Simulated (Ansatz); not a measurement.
# Ligand exchange: SiHI3 + C2H4ClI → SiI4 + C2H5Cl

Species: SiHI3 (triiodosilane) `I[SiH](I)I`, singlet; C2H4ClI `CC(Cl)I`, singlet; SiI4 `I[Si](I)(I)I`, singlet; C2H5Cl (chloroethane) `CCCl`, singlet. The partners trade H for I: Si–H and C–I bonds give way to Si–I and C–H.

Shapes, held fixed at every level: PBE0-D4/def2-TZVP. Programs: Ansatz 0.2.0. The zero-point and thermal change to 298 K, harmonic and unscaled (PBE0-D4/def2-TZVP), is +9.1 kJ/mol.

```json
{"level": "HF/def2-TZVPP", "kind": "Hartree–Fock", "ΔH(298 K) (kJ/mol)": "-123.0", "less CCSD(T)/def2-TZVPP": "-7.0"}
{"level": "SPW92/def2-TZVPP", "kind": "LDA", "ΔH(298 K) (kJ/mol)": "-117.3", "less CCSD(T)/def2-TZVPP": "-1.3"}
{"level": "r2SCAN-D4/def2-TZVPP", "kind": "meta-GGA", "ΔH(298 K) (kJ/mol)": "-122.7", "less CCSD(T)/def2-TZVPP": "-6.7"}
{"level": "PBE0-D4/def2-TZVPP", "kind": "global hybrid", "ΔH(298 K) (kJ/mol)": "-128.9", "less CCSD(T)/def2-TZVPP": "-12.9"}
{"level": "B2PLYP/def2-TZVPP", "kind": "double hybrid", "ΔH(298 K) (kJ/mol)": "-119.7", "less CCSD(T)/def2-TZVPP": "-3.7"}
{"level": "MP2/def2-SVP", "kind": "perturbation theory", "ΔH(298 K) (kJ/mol)": "-122.5", "less CCSD(T)/def2-TZVPP": "-6.5"}
{"level": "CCSD/def2-TZVPP", "kind": "coupled cluster or CI", "ΔH(298 K) (kJ/mol)": "-117.0", "less CCSD(T)/def2-TZVPP": "-1.0"}
{"level": "CCSD(T)/def2-TZVPP", "kind": "coupled cluster or CI", "ΔH(298 K) (kJ/mol)": "-116.0", "less CCSD(T)/def2-TZVPP": "0.0"}
```

The highest level, CCSD(T)/def2-TZVPP, gives ΔH(298 K) = -116.0 kJ/mol; the levels span -128.9 to -116.0. The column of differences is taken from that level and isn't an error. No measured value is set beside it here. For atoms past krypton def2 sets carry core potentials with scalar relativity. Outer-core shells of I are correlated in most correlated rows, in sets that cover them unevenly.
